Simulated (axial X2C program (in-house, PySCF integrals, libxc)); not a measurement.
Excited states of BeZn by EOM-EE-CCSD

Computed with an axial X2C code built on PySCF integrals: two-component X2C with atomic mean-field Coulomb and Gaunt terms, Gaussian nuclei, basis Zn dyall-acv3z, Be dyall-acv3z with contracted cores.

R = 2.871 Å (near the PBE0 minimum at charge 0 of the determinant lowest at the starting distance; the state shown can have its own minimum elsewhere).

Vertical excitation energies from the closed-shell determinant state of BeZn:

| Ω | excitation (eV) | cm⁻¹ | hole of the leading pair | particle of the leading pair | weight of the pair (for Ω = 0 its time-reversed partner can hold as much again) | singles weight |
| --- | --- | --- | --- | --- | --- | --- |
| 0⁻ | 2.163 | 17443 | 48% Be sσ, 18% Zn sσ, 15% Zn pσ | 59% Be pσ, 31% Zn pσ | 0.47 | 0.96 |
| 1 | 2.163 | 17447 | 48% Be sσ, 18% Zn sσ, 15% Zn pσ | 60% Be pσ, 31% Zn pσ | 0.94 | 0.96 |
| 0⁺ | 2.268 | 18294 | 58% Be sσ, 16% Zn pσ, 10% Zn sσ | 81% Be pπ, 15% Zn pπ | 0.47 | 0.96 |
| 0⁻ | 2.269 | 18300 | 58% Be sσ, 16% Zn pσ, 10% Zn sσ | 81% Be pπ, 15% Zn pπ | 0.47 | 0.96 |
| 1 | 2.272 | 18325 | 58% Be sσ, 16% Zn pσ, 10% Zn sσ | 81% Be pπ, 15% Zn pπ | 0.47 | 0.96 |
| 2 | 2.275 | 18350 | 58% Be sσ, 17% Zn pσ, 10% Zn sσ | 82% Be pπ, 15% Zn pπ | 0.94 | 0.96 |
| 1 | 3.506 | 28281 | 33% Be sσ, 31% Zn sσ, 15% Be pσ | 52% Be pπ, 42% Zn pπ | 0.46 | 0.90 |
| 0⁺ | 3.616 | 29163 | 62% Zn sσ, 21% Be pσ, 7% Be dσ | 84% Zn pπ, 10% Be dπ | 0.38 | 0.97 |
| 0⁻ | 3.616 | 29163 | 62% Zn sσ, 21% Be pσ, 7% Be dσ | 84% Zn pπ, 10% Be dπ | 0.39 | 0.97 |
| 1 | 3.633 | 29305 | 62% Zn sσ, 21% Be pσ, 7% Be dσ | 84% Zn pπ, 9% Be dπ | 0.40 | 0.97 |
| 2 | 3.650 | 29439 | 62% Zn sσ, 21% Be pσ, 7% Be dσ | 84% Zn pπ, 10% Be dπ | 0.75 | 0.97 |

This point took 110 s on 1 thread of Arm Neoverse N1, with other jobs on the host.

Reference electrons by ω block (each with its −ω partner): 1/2: 12, 3/2: 4, 5/2: 1. 14 electrons of BeZn correlated (inner shells frozen), 88 natural virtual spinors (a truncated set); levels can be off by some tenths of an eV. Roots sought by Ω: (0: 5, 1: 4, 2: 3, 3: 1); rows need 60 % singles weight and stop where some Ω has no more roots. Missing are any skipped roots, higher Ω and states of a further excitation; these come out far too high here and may in truth be low or lowest. T1 of the reference 0.018 (Lee–Taylor). Number of frozen shells: Zn 3 s, 2 p; Be 1 s.
